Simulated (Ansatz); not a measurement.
```yaml
atoms:
  - { symbol: C, position_ang: [0.0003, -0.0008, -1.1754] }
  - { symbol: C, position_ang: [0.0001, 0.0008, 0.2788] }
  - { symbol: N, position_ang: [-0.0005, -0.0001, 1.4360] }
  - { symbol: H, position_ang: [0.0006, -1.0313, -1.5549] }
  - { symbol: H, position_ang: [-0.8935, 0.5166, -1.5558] }
  - { symbol: H, position_ang: [0.8931, 0.5161, -1.5547] }
```

Basis set: 6-31G* (spherical functions). Correlated methods keep 3 orbitals frozen. Charge 0, multiplicity 3.

Computed with Ansatz (development build ahead of 0.2.0); each method stands on the lowest determinant of its kind that the runs found.

(1) Give the atomization energy at this shape (free ground-state atoms in the same class of orbitals less the molecule, no zero-point energy) of triplet C₂H₃N by UHF-MP2, UHF.

Results:

(1)

```tsv
method	atomization energy
UHF-MP2	17.45 eV
UHF	12.97 eV
```

Caution: another spin multiplicity may lie lower; the determinant breaks the point group.
